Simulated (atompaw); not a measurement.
## An all-electron radial function and its pseudo partner (tellurium)

Columns: radius, all-electron u(r) and pseudo u(r) of the 5p shell (level -6.25 eV) of tellurium in the configuration [Kr] 4d10 5s1.5 5p4.5; PBEsol, scalar-relativistic, PAW (atompaw) scheme, atompaw 4.2.0.5.

```csv
r (bohr),all-electron,pseudo
0.090,-0.0955,0.0042
0.181,0.1572,0.0169
0.271,0.1801,0.0374
0.362,0.0211,0.0656
0.452,-0.1577,0.0999
0.542,-0.2764,0.1397
0.633,-0.3168,0.1842
0.723,-0.2897,0.2314
0.813,-0.2167,0.2803
0.904,-0.1160,0.3304
0.994,-0.0053,0.3793
1.085,0.1074,0.4270
1.175,0.2129,0.4716
1.265,0.3086,0.5128
1.356,0.3937,0.5504
1.446,0.4656,0.5832
1.537,0.5263,0.6117
1.627,0.5751,0.6352
1.717,0.6136,0.6540
1.808,0.6430,0.6687
1.898,0.6639,0.6789
1.988,0.6774,0.6853
2.079,0.6847,0.6881
2.169,0.6864,0.6875
2.260,0.6835,0.6837
2.350,0.6766,0.6766
```

(1) How many radial nodes do the two functions have?

(2) Is the pseudo-wave norm-conserving?

## Answers

(1) The all-electron 5p function has n − l − 1 = 3; the pseudo-wave has 0, since the states of the same l below it are removed with the core.

(2) No, it belongs to a PAW set: the norm inside the radius is not constrained, and the difference is carried by the augmentation charge.
